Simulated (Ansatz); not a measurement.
Bi₂Te₃⁻. Charge -1, multiplicity 2. Geometry r2SCAN-D4/def2-SVPD, basis def2-TZVPD, Ansatz.

```tsv
atom	x (Å)	y (Å)	z (Å)
Bi1	-0.5149	-1.2851	0.2118
Bi2	1.7302	1.8249	1.1455
Te3	-2.2114	-1.8110	-1.8527
Te4	2.0976	-0.1874	-0.8571
Te5	-1.1014	1.4586	1.3524
```

```json
{"run": "A", "HOMO (eV)": "-1.65", "LUMO (eV)": "0.49"}
{"run": "B", "HOMO (eV)": "-0.99", "LUMO (eV)": "0.11"}
{"run": "C", "HOMO (eV)": "-0.49", "LUMO (eV)": "0.01"}
{"run": "D", "HOMO (eV)": "-0.70", "LUMO (eV)": "-0.06"}
```

In the def2 sets Bi, Te take a core potential; there is no spin–orbit coupling. The structure comes from a short search, and lower isomers may exist.

HOMO and LUMO are taken over both spins.

The runs used BLYP, PBE, PBE0, r2SCAN. Estimate which is which.

A PBE0 (25 % exact exchange); B r2SCAN (0 % exact exchange); C BLYP (0 % exact exchange); D PBE (0 % exact exchange). Exact exchange lowers occupied and raises empty levels; among semilocal functionals meta-GGAs tend to open the gap a little, and such runs are hard to tell apart. The gap grows from 0.50 eV (BLYP) to 2.13 eV (PBE0).
